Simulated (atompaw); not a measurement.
# u(r) = r·R(r): atom against pseudo-atom (Zr)

Columns: radius, all-electron u(r) and pseudo u(r) of the 4p shell (level -32.29 eV) of zirconium in the configuration [Ar] 3d10 4s2 4p6 4d2 5s2 5p0; LDA (PW92), non-relativistic, PAW (atompaw) scheme, atompaw 4.2.0.5.

```csv
r (bohr),all-electron,pseudo
0.115,0.2629,0.0215
0.231,-0.2788,0.0845
0.346,-0.4969,0.1819
0.462,-0.3184,0.3057
0.577,0.0200,0.4419
0.692,0.3599,0.5789
0.808,0.6332,0.7051
0.923,0.8171,0.8077
1.038,0.9210,0.8801
1.154,0.9604,0.9185
1.269,0.9519,0.9221
1.385,0.9109,0.8948
1.500,0.8502,0.8438
1.615,0.7789,0.7773
1.731,0.7026,0.7025
1.846,0.6273,0.6273
1.962,0.5545,0.5545
2.077,0.4872,0.4872
2.192,0.4255,0.4255
2.308,0.3695,0.3695
2.423,0.3199,0.3199
2.538,0.2760,0.2760
2.654,0.2372,0.2372
2.769,0.2036,0.2036
2.885,0.1742,0.1742
3.000,0.1490,0.1490
```

How many radial nodes do the two functions have?

The all-electron 4p function has n − l − 1 = 2; the pseudo-wave has 0, since the states of the same l below it are removed with the core.

At about which radius was the pseudo-wave matched?

1.90 bohr. The columns agree to 0.0005 from 1.73 bohr on; several derivatives are matched, so the curves merge somewhat inside the radius.

Is the pseudo-wave norm-conserving?

No, it belongs to a PAW set: the norm inside the radius is not constrained, and the difference is carried by the augmentation charge.
